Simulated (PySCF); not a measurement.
**Property card for `N[Si@@H]([SiH3])C1=CC=CS1`**

C4H9NSSi2.
Numbering: `[NH2:1][Si@@H:2]([SiH3:3])[c:4]1[cH:5][cH:6][cH:7][s:8]1` (hydrogens: H9, H10 on N1; H11 on Si2; H12, H13, H14 on Si3; H15 on C5; H16 on C6; H17 on C7)

Some functional groups and rings: aromatic ring with sulfur, Si–H bond and C–Si bond.

**GFN2-xTB geometry**

```yaml
Point_group_of_the_GFN2-xTB_geometry: C1
Rotational_constants_A_B_C_of_the_GFN2-xTB_geometry: 2.125, 0.723, 0.641 GHz
```

PBE0/pcSseg-1 ground state and GIAO shieldings, non-relativistic (PySCF):

```yaml
Dipole_moment: 1.51 D
HOMO_energy: -6.84 eV
LUMO_energy: -0.78 eV
HOMO–LUMO_gap: 6.06 eV
Lowest_Hirshfeld_atomic_charge: -0.31 e on N1
Highest_Hirshfeld_atomic_charge: +0.29 e on Si2
13C_chemical_shifts_computed_TMS_as_zero_by_class: 143.6 (C4), 142.1 (C7), 139.1 (C5), 131.8 (C6) ppm
1H_chemical_shifts_computed_TMS_as_zero_by_class: 7.75 (H15), 7.62 (H17), 7.38 (H16), 6.01 (H11), 3.36 (H12/H13/H14), 0.36 (H9/H10) ppm
Isotropic_shieldings_of_nuclei_other_than_C_and_H_by_class: 259 (N1), 386 (Si2), 466 (Si3), 245 (S8) ppm
Mayer_bond_orders_between_heavy_atoms: N1–Si2 1.02, Si2–Si3 0.92, Si2–C4 0.80, C4–C5 1.58, C5–C6 1.28, C6–C7 1.57, C7–S8 1.19, S8–C4 1.16
```

Monoisotopic mass (most abundant isotopes): 158.9994 u.

The rotational constants make it an asymmetric top with κ = (2B − A − C)/(A − C) = -0.89, nearer the prolate limit (−1). A dipole of 1.51 D is allowed in C1, and pure rotational transitions are dipole-allowed. With B = h/(8π²I), that is 505.379 GHz u Å² over I, the principal moments of inertia are 237.9, 698.6 and 788.6 u Å² (most abundant isotopes). The dipole matches unit charges of opposite sign 0.31 Å apart (1 e·Å = 4.8032 D).

One conformer (not necessarily the lowest) at the GFN2-xTB geometry, without solvent or vibrations. NMR classes are plain means over equivalent atoms (diastereotopic ones count apart unless rotation or inversion swaps them), as if these changed places fast; in this geometry the members of some classes differ.

For the NMR shielding job (PBE0/pcSseg-1), hardware: an Arm Neoverse V1 with one thread (shared host). Cost: 36 s wall.

Conformer computed: `[NH2:1][Si@@H:2]([SiH3:3])[c:4]1[cH:5][cH:6][cH:7][s:8]1`: N1–Si2–C4–C5 -25°, H–N1–Si2–Si3 -169°, H–N1–Si2–Si3 52°.
